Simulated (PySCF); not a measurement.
## NMR data sheet: C₅H₁₄OSi₃

| Quantity | Value |
| --- | --- |
| Formula | C5H14OSi3 |
| SMILES | [SiH3][C@@H]1CC[C@@H]2[SiH2]O[SiH2][C@H]12 |
| InChI | InChI=1S/C5H14OSi3/c7-3-1-2-4-5(3)9-6-8-4/h3-5H,1-2,8-9H2,7H3/t3-,4+,5-/m1/s1 |
| Point group of the computed structure | C1 |
| Degrees of unsaturation | 2 |
| Carbon signals | 5 |
| Proton signals | 12 |

Structure with atom numbers: `[SiH3:1][C@@H:2]1[CH2:3][CH2:4][C@@H:5]2[SiH2:6][O:7][SiH2:8][C@H:9]12`. Each H is labelled by its parent atom. Ha(Si6), Ha(Si8) are cis to C2 on the ring; Ha(C3), Ha(C4) are cis to Si1 on the ring; Hb(Si6), Hb(Si8) are trans to C2 on the ring; Hb(C3), Hb(C4) are trans to Si1 on the ring.

Calculated, not measured (PySCF 2.14): geometry: GFN2-xTB, PBE0/pcSseg-1 with gauge-including orbitals. Gas phase, relativity neglected, one computed conformer, equivalent nuclei averaged.

Referencing at the same level of theory: 1H, 13C, 29Si against TMS; 17O against H2O.

```tsv
carbon	δC, type	δH (multiplicity)	HMBC from (2–3 bonds)	span of the C tensor (ppm)
C2	27.3, CH	1.47 (m)	Hb(Si8), Ha(Si8), H(Si1), Hb(C4), H(C9), Hb(C3), Ha(C4), H(C5), Ha(C3)	37
C3	33.6, CH2	Hb(C3) 2.03 (m); Ha(C3) 1.65 (m)	H(Si1), Hb(C4), H(C9), Ha(C4), H(C5), H(C2)	55
C4	32.1, CH2	Hb(C4) 2.18 (m); Ha(C4) 1.78 (m)	Hb(Si6), Ha(Si6), H(C9), Hb(C3), H(C5), Ha(C3), H(C2)	59
C5	34.4, CH	1.66 (m)	Hb(Si6), Ha(Si6), Hb(Si8), Ha(Si8), Hb(C4), H(C9), Hb(C3), Ha(C4), Ha(C3), H(C2)	60
C9	39.9, CH	2.17 (m)	Hb(Si6), Ha(Si6), Hb(Si8), Ha(Si8), H(Si1), Hb(C4), Hb(C3), Ha(C4), H(C5), Ha(C3), H(C2)	49
```

Other nuclei:
```tsv
atoms	nucleus	environment	δ (ppm)	σ (ppm)
Hb(Si6)	1H	hydrogen on a silicon bonded to C, O, in a 5-membered ring	5.25	26.47
Ha(Si6)	1H	hydrogen on a silicon bonded to C, O, in a 5-membered ring	5.10	26.62
Hb(Si8)	1H	hydrogen on a silicon bonded to C, O, in a 5-membered ring	5.06	26.66
Ha(Si8)	1H	hydrogen on a silicon bonded to C, O, in a 5-membered ring	5.04	26.67
H(Si1)	1H	hydrogen on a silicon bonded to C	3.81	27.91
Si6	29Si	silicon bonded to C, O, 2 H, in a 5-membered ring	4.5	344.7
Si8	29Si	silicon bonded to C, O, 2 H, in a 5-membered ring	-9.1	358.3
Si1	29Si	silicon bonded to C, 3 H	-72.6	421.7
O7	17O	oxygen bonded to 2 Si, in a 5-membered ring	35.4	300.6
```

- Carbon types of the structure: 3 × CH, 2 × CH2, leaving 7 H on heteroatoms.
- δC 39.9, 34.4, 27.3: sp3 CH bonded to Si.
- δC 33.6, 32.1: sp3 CH2 in a ring; saturated and bonded to C and H only.
- δH 5.25, 5.10, 5.06, 5.04: hydrogen on a silicon bonded to C, O, in a 5-membered ring.
- δH 3.81: hydrogen on a silicon bonded to C.
- δH 2.17, 1.66, 1.47: hydrogen on an sp3 CH bonded to Si.

Shifts are as computed. Against solution values, carbons near 30 ppm lie about +3 ppm off and those near 130 ppm about +5 ppm. Of 1211 compounds with measured shifts, 218 miss one by over three times the rms of a fit or turn the order of signals round; such compounds aren't used in these exercises. Experimental scales use liquid or dissolved standards, which lie at an offset from isolated H2O (liquid H2O: subtract about 36 ppm). No couplings were computed; multiplicities are counted from neighbouring protons, with m where these are inequivalent, close in shift, in a saturated or five-membered ring or joined by F or P, and br s for small geminal =CH2 splittings.
